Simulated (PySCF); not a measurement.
Task: What does the PBE0-D3(BJ)/def2-SVP structure of `C[N]([GeH3])CB(O)O` look like in three dimensions?

Result: 
```
atom  x, y, z in Å
C1    -1.6915    1.3111   -0.3712
N2    -0.7262    0.3242    0.0306
Ge3   -1.2995   -1.3314    0.5988
C4     0.6269    0.7201   -0.2458
B5     1.7880   -0.3327   -0.0576
O6     1.4927   -1.6576   -0.0463
O7     3.0981    0.0351    0.0454
H8    -1.4971    2.2881    0.1169
H9    -1.6827    1.4957   -1.4670
H10   -2.7115    1.0064   -0.0953
H11   -1.2216   -2.4459   -0.4665
H12   -2.7888   -1.0818    0.9265
H13   -0.5704   -1.7713    1.8815
H14    0.7299    1.0443   -1.3115
H15    0.8884    1.6382    0.3305
H16    2.2719   -2.2124    0.0727
H17    3.2273    0.9874    0.0617
```

Any rigid rotation of these coordinates is as good. Atoms count from 1 in this order. Of the pairs four or more bonds apart, H10···H12 is among the closest relative to their van der Waals radii: 2.33 Å, 97 % of the sum of Bondi's values. N2 (nitrogen bonded to 2 C and Ge) is planar (angles 126.9°, 119.6° and 112.9°, sum 359.4°, 0.07 Å off the plane of its three neighbours). Ge3 (germanium bonded to N and 3 H) is distorted tetrahedral (angles from 102.7° to 114.9°). B5 (three-coordinate boron) is planar (angles 122.4°, 119.5° and 118.1°, sum 360.0°, 0.02 Å off the plane of its three neighbours).

Bonds between heavy atoms (Å): C1–N2 1.438, N2–Ge3 1.842, N2–C4 1.437, C4–B5 1.579, B5–O6 1.357, B5–O7 1.365.

Computed, not measured: PBE0-D3(BJ)/def2-SVP geometry optimisation, gas phase (PySCF 2.14.0).

Point group: C1 (no symmetry element, even within 0.4 Å). PBE0-D3(BJ)/def2-SVP frequencies: not computed here. One conformer, not necessarily the lowest (C1–N2–C4–B5 -171°, N2–C4–B5–O6 20°, C4–B5–O6–H 180°, C4–B5–O7–H 5°).
